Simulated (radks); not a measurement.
Results of a calculation; reference values are marked as such.
Question: Excited configurations of Dy V: one electron is placed in a higher orbital outside [Kr] 4d10 4f8 5s2 5p5. The ground configuration is [Xe] 4f8. Level of theory: scalar-relativistic Kohn-Sham, r2SCAN, spin-unpolarised, spherical densities, finite nucleus; meta-GGA in the generalised Kohn-Sham scheme; Fermi nuclear charge, rms radius 5.2218 fm (a radial shooting solver on a logarithmic mesh with Libxc functionals). Excitation = E - E(ground); binding = E(ion) - E, where the ion is the core of charge +5; n* = 5/sqrt(2 binding) in atomic units, and the quantum defect is n - n*.

outer orbital  excitation (eV)  binding (eV)     n*  quantum defect  eigenvalue (eV)  <r> (bohr)
5d                      33.209        44.425  2.767           2.233          -38.679       1.863
5f                      56.337        21.297  3.996           1.004          -18.538       3.473
6s                      39.628        38.005  2.992           3.008          -34.706       2.762
6d                      55.274        22.359  3.900           2.100          -20.092       4.091
6f                      63.784        13.850  4.956           1.044          -12.353       6.127
7s                      56.381        21.253  4.001           2.999          -19.448       4.881
7p                      59.515        18.119  4.333           2.667          -16.588       5.518
7d                      63.630        14.003  4.928           2.072          -12.716       6.793
7f                      67.965         9.668  5.931           1.069           -8.723       9.365

Estimate the row for 6p.

Answer: excitation (eV) 46.534; binding (eV) 31.100; n* 3.307; quantum defect 2.693; eigenvalue (eV) -28.257; <r> (bohr) 3.192. The Delta-SCF ionisation energy is 77.634 eV. Self-interaction in the functional shifts the binding energies and quantum defects, so they are the method's values and not measured ones. Spin polarisation and multiplet splitting are left out, so open shells lie too high by an amount that depends on their filling. Spin-orbit splitting is averaged out at the scalar-relativistic level.
